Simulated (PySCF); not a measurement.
MoCl₃, SMILES [Mo]([Cl])([Cl])[Cl] (connectivity only; charge and spin as stated), neutral, multiplicity 4.

Coordinates come from a B3LYP-D3(BJ)/def2-SVP optimisation. The multiplicity is an assumed one; other spin states were not compared. The def2 effective core potentials stand for the cores of Mo; spin–orbit coupling is left out.

All values below come from TDA-CAM-B3LYP/def2-SVPD (PySCF 2.14.0).

Vertical excitations; the highest root listed may be one member of a degenerate set. 

Computed lowest excited states:
```csv
state,energy (eV),λ (nm),f,main pairs
root 1,1.17,1063,0.000,"α HOMO−1→LUMO 48 %, α HOMO→LUMO+1 48 %"
root 2,1.18,1052,0.000,"α HOMO→LUMO 47 %, α HOMO−1→LUMO+1 47 %"
root 3,1.50,826,0.000,"α HOMO−1→LUMO+1, α HOMO→LUMO (degenerate set)"
root 4,1.50,826,0.000,"α HOMO→LUMO+1, α HOMO−1→LUMO (degenerate set)"
root 5,1.66,748,0.002,α HOMO−2→LUMO+1 (degenerate set)
root 6,1.66,748,0.002,α HOMO−2→LUMO (degenerate set)
root 7,4.58,271,0.014,"α HOMO−3→LUMO+1, β HOMO→LUMO+2 (degenerate set)"
root 8,4.58,271,0.014,"α HOMO−3→LUMO, β HOMO→LUMO+1 (degenerate set)"
root 9,4.98,249,0.000,"α HOMO−5→LUMO 46 %, α HOMO−4→LUMO+1 46 %"
root 10,5.10,243,0.000,"α HOMO−4→LUMO 48 %, α HOMO−5→LUMO+1 48 %"
```
Unrestricted roots are not spin-pure.
